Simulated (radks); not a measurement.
Fe III, 24 electrons, occupied as [Ar] 3d4.5 4s0.5 4p1 (fractional occupations, a model configuration). Method: non-relativistic Kohn-Sham, r2SCAN, spin-polarised, spherical densities, point nucleus; open shells are filled with parallel spins first; meta-GGA in the generalised Kohn-Sham scheme; computed with a radial shooting solver on a logarithmic mesh with Libxc functionals.

Local quantities along the radius. ELF = 1/(1 + alpha^2) is the electron localisation function; alpha = (tau - tau_W)/tau_unif compares the Pauli kinetic energy density with that of the uniform gas (summed over spins); s = |grad rho|/(2 (3 pi^2)^(1/3) rho^(4/3)) is the reduced gradient.

r (bohr),ELF,alpha,s
0.004907,1.000,0.01786,0.4002
0.00639,1.000,0.01982,0.4104
0.008388,0.999,0.02281,0.4244
0.01092,0.999,0.02728,0.4427
0.01422,0.999,0.03447,0.4675
0.01867,0.998,0.04726,0.5023
0.02431,0.995,0.07048,0.5484
0.0319,0.986,0.1201,0.6124
0.04154,0.950,0.2306,0.6906
0.0541,0.801,0.4987,0.7661
0.071,0.455,1.094,0.7577
0.09246,0.277,1.615,0.5509
0.1214,0.413,1.192,0.3182
0.158,0.701,0.6533,0.3175
0.2058,0.824,0.4615,0.4622
0.2701,0.740,0.5924,0.6898
0.3517,0.301,1.525,0.8092
0.4616,0.211,1.935,0.3464
0.6011,0.640,0.7492,0.2374
0.7827,0.805,0.4926,0.4519
1.027,0.726,0.6146,0.7595
1.338,0.414,1.190,1.144
1.756,0.181,2.129,1.267
2.286,0.328,1.430,1.077
2.977,0.517,0.9657,1.535
3.908,0.349,1.367,3.017
5.089,0.063,3.862,7.119
6.679,0.002,21.33,22.54

On this mesh the ELF has minima near r = 0.092, 0.40, 1.8 bohr, which separate the shells, and maxima near 0.21 (0.82), 0.78 (0.80), 3.0 (0.52).
